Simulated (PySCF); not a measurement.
BrH₃S₃Ti, multiplicity 1. Atoms are numbered in the order given.

```xyz
8

Ti    -0.2918     0.1932    -0.0505
Br     1.6710    -1.0504     0.1657
S     -0.2967     2.0782     1.1616
H      0.0374     1.3396     2.2526
S     -0.6259     0.8718    -2.1700
H     -1.9608     0.7779    -1.9499
S     -2.1064    -0.9241     0.6956
H     -1.6802    -2.0206     0.0156
```

Geometry optimised at PBE0-D3(BJ)/def2-SVP. The spin state was assumed, not searched. One conformer was computed; it need not be the lowest.

Method: PBE/def2-TZVP run with PySCF.

Atomic charges (e):

```csv
atom,Löwdin,meta-Löwdin
Ti1,-1.02,0.90
Br2,0.21,-0.32
S3,0.21,-0.30
H4,0.08,0.12
S5,0.19,-0.32
H6,0.08,0.13
S7,0.17,-0.34
H8,0.07,0.12
```
